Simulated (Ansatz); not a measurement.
Relaxation of CH5AlFNO (10 atoms, charge 0, multiplicity 1), to a largest force component of 0.02 eV/Å in at most 50 steps.

Theory: Ansatz 0.2.0, RKS B3LYP-D4/def2-SVP.

```xyz
10
Properties=species:S:1:pos:R:3
O -1.415 0.849 -0.440
C -0.523 0.742 0.574
F -1.151 1.014 1.781
N 0.090 -0.609 0.579
Al 1.128 -0.968 -0.973
H -2.217 0.302 -0.234
H 0.326 1.487 0.432
H 0.679 -0.695 1.409
H 0.757 -2.126 -1.919
H 2.410 -0.048 -1.206
```

**Question.** Where does it end, and by what steps?

**Answer.** It converged. After 17 steps the energy has fallen by 0.957 eV; F3 moved furthest, 1.13 Å. Joined: O1–Al5.

```tsv
step	energy less start (eV)	largest force component (eV/Å)	accepted
0	0.0000	1.900	yes
1	-0.2232	0.820	yes
2	-0.3349	0.599	yes
3	-0.3993	0.625	yes
4	-0.4616	0.716	yes
5	-0.5158	0.831	yes
6	-0.6291	1.065	yes
7	-0.6984	2.148	yes
8	-0.8307	1.161	yes
9	-0.9069	0.444	yes
10	-0.9157	0.612	yes
11	-0.9436	0.362	yes
12	-0.9502	0.257	yes
13	-0.9528	0.232	yes
14	-0.9560	0.062	yes
15	-0.9565	0.045	yes
16	-0.9568	0.023	yes
17	-0.9568	0.019	yes
```

```xyz
10
Properties=species:S:1:pos:R:3
O -0.588 0.706 -0.678
C -0.403 0.586 0.770
F -1.653 0.157 1.234
N 0.622 -0.320 0.852
Al 0.759 -0.806 -0.949
H -1.535 0.675 -0.892
H -0.262 1.586 1.218
H 1.193 -0.294 1.687
H -0.091 -2.027 -1.499
H 2.042 -0.314 -1.740
```

Whether the end is a true minimum wasn't checked by a vibrational analysis.

Time of the run: 54 s on 2 threads of Intel(R) Xeon(R) Platinum 8375C CPU @ 2.90GHz (Ice Lake), with other jobs on the host, peak memory 0.23 GiB.
